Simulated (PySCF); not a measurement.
3-chloro-1H-silole (C₄H₅ClSi), SMILES C1=C[SiH2]C=C1Cl. Coordinates come from a PBE-D3(BJ)/def2-SVP optimisation.

Level of theory: PBE-D3(BJ)/def2-SVP (PySCF).

Harmonic wavenumbers (cm⁻¹): 144, 262, 286, 377, 493, 516, 557, 640, 675, 716, 718, 754, 780, 860, 900, 954, 986, 1058, 1151, 1285, 1521, 1571, 2160, 2160, 3106, 3152, 3171. Rotational constants (GHz): 6.091, 1.432, 1.176; symmetry number 1.

Problem. Work out the zero-point energy and the ideal-gas rigid-rotor harmonic-oscillator thermochemistry at 298.15 K and 1 atm.

Solution. ZPE = ½ Σ hcν = ½ × 30956 cm⁻¹ = 185.16 kJ/mol. H − E(el) = 204.11 kJ/mol. Entropy in J/(mol K): translation 168.10, rotation 116.48, vibration 46.95, total 331.54. G − E(el) = 105.26 kJ/mol. Cp = 108.73 J/(mol K). Modes under 150 cm⁻¹ make the vibrational entropy uncertain.
